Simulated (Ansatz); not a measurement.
Ga2N2. Total charge 0; singlet. Geometry PBE-D4/def2-SVP; atoms count from 1.

Cartesian coordinates in Å:
```
Ga -0.5208 -0.7689 1.8763
Ga 0.5209 0.7691 -1.8761
N -0.5127 0.3561 0.0036
N 0.5126 -0.3563 -0.0037
```

Another isomer (triplet) lies 0.19 eV lower at PBE0-D4/def2-TZVP; other spin states weren't run for this one.

Question: Estimate the Mulliken populations from the PBE0/def2-TZVP orbitals of Ansatz.

Answer: 
```
atom  charge (e)
 Ga1        0.26
 Ga2        0.26
  N3       -0.26
  N4       -0.26
```
Mulliken values depend strongly on the basis.

Question: And the Mayer bond orders between heavy atoms (over 0.3)?

Answer: Ga1–N3 0.49 (2.18 Å); Ga1–N4 0.49 (2.18 Å); Ga2–N3 0.49 (2.18 Å); Ga2–N4 0.49 (2.18 Å); N3–N4 1.68 (1.25 Å).
